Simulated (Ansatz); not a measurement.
Born–Oppenheimer molecular dynamics of C2H12N2Si2 (18 atoms, charge 0, multiplicity 1). It starts from a relaxed structure.

Computed with RKS PBE/STO-3G in Ansatz 0.2.0.

```json
{
 "ensemble": "NVT, Langevin thermostat",
 "time step": "0.5 fs",
 "steps asked": "150",
 "set temperature": "200 K",
 "friction": "0.05 /fs",
 "seed": "744173"
}
```

Frames 1 fs apart, positions in Å.

Velocities at 35 fs (Å/ps):

```
Si 2.38 2.09 -0.05
N -0.27 5.05 -0.24
H -9.28 17.36 -18.63
H 5.61 -21.75 5.41
H 21.32 3.46 -4.75
N -4.66 4.88 3.46
C 1.18 -2.00 -1.44
H -1.75 3.47 -7.76
H -1.54 -4.53 1.92
H -1.49 -7.00 1.59
C -5.00 -0.58 3.23
H -24.99 -9.24 -10.02
H -0.88 2.61 -15.56
H -1.23 -7.39 -16.32
Si 1.61 -0.28 -0.23
H -5.09 1.02 5.45
H -0.85 16.17 -16.48
H -3.00 18.31 -17.61
```

```xyz
18
Properties=species:S:1:pos:R:3 time_fs=35 energy_less_start_eV=0.261 T=147
Si 0.069 0.046 -0.125
N 0.125 -0.014 1.676
H -0.860 0.065 2.097
H 0.459 0.961 1.962
H 1.468 0.232 -0.560
N -0.822 1.358 -0.927
C -2.328 1.433 -0.788
H -2.705 0.458 -1.153
H -2.770 1.584 0.233
H -2.721 2.196 -1.472
C -0.210 2.732 -0.825
H -0.664 3.397 -1.584
H -0.386 3.211 0.168
H 0.849 2.639 -1.090
Si -0.915 -1.919 -0.733
H -2.149 -2.339 -0.055
H -1.149 -2.163 -2.158
H 0.058 -2.921 -0.395
18
Properties=species:S:1:pos:R:3 time_fs=36 energy_less_start_eV=0.279 T=138
Si 0.070 0.047 -0.125
N 0.124 -0.009 1.675
H -0.870 0.082 2.077
H 0.470 0.941 1.962
H 1.488 0.231 -0.568
N -0.827 1.363 -0.924
C -2.326 1.430 -0.790
H -2.705 0.460 -1.158
H -2.769 1.578 0.236
H -2.724 2.196 -1.476
C -0.216 2.731 -0.822
H -0.687 3.392 -1.593
H -0.388 3.216 0.152
H 0.850 2.637 -1.103
Si -0.914 -1.920 -0.734
H -2.153 -2.341 -0.054
H -1.146 -2.144 -2.173
H 0.059 -2.906 -0.408
18
Properties=species:S:1:pos:R:3 time_fs=37 energy_less_start_eV=0.291 T=138
Si 0.072 0.048 -0.125
N 0.123 -0.005 1.673
H -0.882 0.094 2.050
H 0.485 0.925 1.968
H 1.502 0.219 -0.578
N -0.830 1.369 -0.921
C -2.325 1.424 -0.791
H -2.705 0.460 -1.160
H -2.769 1.573 0.238
H -2.725 2.204 -1.477
C -0.223 2.729 -0.820
H -0.711 3.386 -1.598
H -0.385 3.224 0.142
H 0.855 2.639 -1.108
Si -0.913 -1.922 -0.735
H -2.150 -2.339 -0.051
H -1.144 -2.126 -2.185
H 0.070 -2.899 -0.414
18
Properties=species:S:1:pos:R:3 time_fs=38 energy_less_start_eV=0.258 T=148
Si 0.074 0.049 -0.124
N 0.120 -0.002 1.671
H -0.890 0.102 2.023
H 0.505 0.921 1.981
H 1.503 0.204 -0.586
N -0.834 1.374 -0.919
C -2.324 1.419 -0.793
H -2.709 0.452 -1.163
H -2.763 1.571 0.238
H -2.722 2.211 -1.476
C -0.230 2.727 -0.818
H -0.729 3.377 -1.596
H -0.377 3.236 0.138
H 0.856 2.644 -1.112
Si -0.912 -1.923 -0.736
H -2.140 -2.330 -0.047
H -1.142 -2.103 -2.191
H 0.086 -2.898 -0.421
18
Properties=species:S:1:pos:R:3 time_fs=39 energy_less_start_eV=0.206 T=176
Si 0.076 0.051 -0.123
N 0.118 0.002 1.669
H -0.901 0.106 1.996
H 0.529 0.926 1.996
H 1.496 0.191 -0.594
N -0.837 1.379 -0.917
C -2.321 1.414 -0.793
H -2.714 0.438 -1.162
H -2.756 1.574 0.235
H -2.719 2.215 -1.472
C -0.238 2.726 -0.816
H -0.742 3.370 -1.592
H -0.364 3.247 0.146
H 0.849 2.656 -1.110
Si -0.912 -1.925 -0.737
H -2.127 -2.321 -0.039
H -1.142 -2.078 -2.189
H 0.101 -2.898 -0.424
18
Properties=species:S:1:pos:R:3 time_fs=40 energy_less_start_eV=0.176 T=205
Si 0.079 0.054 -0.123
N 0.116 0.006 1.666
H -0.908 0.110 1.973
H 0.552 0.930 2.008
H 1.481 0.177 -0.601
N -0.841 1.383 -0.916
C -2.319 1.408 -0.792
H -2.723 0.422 -1.159
H -2.748 1.582 0.230
H -2.712 2.215 -1.463
C -0.247 2.724 -0.816
H -0.751 3.363 -1.586
H -0.350 3.264 0.160
H 0.832 2.673 -1.098
Si -0.911 -1.927 -0.739
H -2.112 -2.317 -0.027
H -1.150 -2.047 -2.178
H 0.118 -2.903 -0.431
18
Properties=species:S:1:pos:R:3 time_fs=41 energy_less_start_eV=0.200 T=181
Si 0.081 0.057 -0.123
N 0.113 0.010 1.663
H -0.912 0.114 1.955
H 0.571 0.933 2.018
H 1.460 0.166 -0.607
N -0.843 1.386 -0.914
C -2.317 1.403 -0.791
H -2.730 0.410 -1.157
H -2.737 1.591 0.229
H -2.701 2.213 -1.456
C -0.255 2.724 -0.817
H -0.757 3.356 -1.583
H -0.333 3.274 0.172
H 0.811 2.685 -1.081
Si -0.911 -1.928 -0.740
H -2.093 -2.313 -0.011
H -1.161 -2.015 -2.163
H 0.134 -2.915 -0.440
18
Properties=species:S:1:pos:R:3 time_fs=42 energy_less_start_eV=0.247 T=151
Si 0.084 0.060 -0.124
N 0.112 0.013 1.661
H -0.914 0.121 1.938
H 0.586 0.925 2.025
H 1.439 0.157 -0.611
N -0.845 1.389 -0.911
C -2.315 1.398 -0.791
H -2.734 0.408 -1.153
H -2.721 1.599 0.231
H -2.696 2.212 -1.444
C -0.262 2.726 -0.820
H -0.763 3.351 -1.580
H -0.316 3.278 0.178
H 0.799 2.693 -1.064
Si -0.910 -1.930 -0.741
H -2.080 -2.312 0.008
H -1.179 -1.984 -2.151
H 0.145 -2.928 -0.443
18
Properties=species:S:1:pos:R:3 time_fs=43 energy_less_start_eV=0.284 T=156
Si 0.086 0.063 -0.126
N 0.111 0.017 1.660
H -0.912 0.128 1.921
H 0.597 0.915 2.028
H 1.423 0.150 -0.613
N -0.846 1.391 -0.906
C -2.313 1.395 -0.791
H -2.737 0.413 -1.151
H -2.702 1.608 0.239
H -2.693 2.208 -1.433
C -0.270 2.728 -0.821
H -0.768 3.356 -1.582
H -0.301 3.277 0.179
H 0.795 2.695 -1.052
Si -0.909 -1.931 -0.742
H -2.069 -2.307 0.033
H -1.202 -1.950 -2.143
H 0.148 -2.937 -0.447
18
Properties=species:S:1:pos:R:3 time_fs=44 energy_less_start_eV=0.298 T=130
Si 0.087 0.066 -0.127
N 0.111 0.021 1.659
H -0.909 0.135 1.906
H 0.601 0.900 2.030
H 1.417 0.142 -0.614
N -0.847 1.393 -0.901
C -2.311 1.393 -0.789
H -2.735 0.428 -1.147
H -2.688 1.615 0.250
H -2.697 2.206 -1.422
C -0.277 2.730 -0.823
H -0.772 3.364 -1.590
H -0.294 3.276 0.181
H 0.802 2.694 -1.046
Si -0.906 -1.933 -0.742
H -2.064 -2.300 0.062
H -1.222 -1.922 -2.138
H 0.145 -2.941 -0.454
18
Properties=species:S:1:pos:R:3 time_fs=45 energy_less_start_eV=0.303 T=120
Si 0.088 0.069 -0.127
N 0.110 0.026 1.658
H -0.908 0.146 1.899
H 0.597 0.888 2.030
H 1.422 0.138 -0.617
N -0.848 1.394 -0.896
C -2.311 1.392 -0.788
H -2.734 0.445 -1.147
H -2.675 1.618 0.255
H -2.704 2.206 -1.412
C -0.282 2.733 -0.823
H -0.769 3.373 -1.595
H -0.299 3.271 0.185
H 0.818 2.696 -1.041
Si -0.902 -1.934 -0.741
H -2.059 -2.292 0.088
H -1.242 -1.896 -2.134
H 0.128 -2.940 -0.461
18
Properties=species:S:1:pos:R:3 time_fs=46 energy_less_start_eV=0.298 T=139
Si 0.088 0.071 -0.128
N 0.110 0.030 1.657
H -0.908 0.163 1.897
H 0.589 0.880 2.027
H 1.435 0.136 -0.622
N -0.848 1.392 -0.890
C -2.312 1.392 -0.784
H -2.740 0.457 -1.148
H -2.664 1.623 0.256
H -2.712 2.206 -1.402
C -0.283 2.735 -0.824
H -0.764 3.388 -1.599
H -0.318 3.262 0.179
H 0.829 2.699 -1.042
Si -0.900 -1.935 -0.741
H -2.054 -2.283 0.105
H -1.263 -1.878 -2.134
H 0.102 -2.937 -0.470
```

Of the whole run (75 fs, mean temperature of the second half 170 K): The mean temperature of the second half is 15 % below the set value. A run of 0.075 ps of so small a system gives no equilibrium averages. Limits of this set-up: minimal basis.

Time of the run: 28 min on 1 thread of Intel(R) Xeon(R) Processor @ 2.50GHz (Skylake/Cascade Lake), on a shared host, peak memory 0.12 GiB.
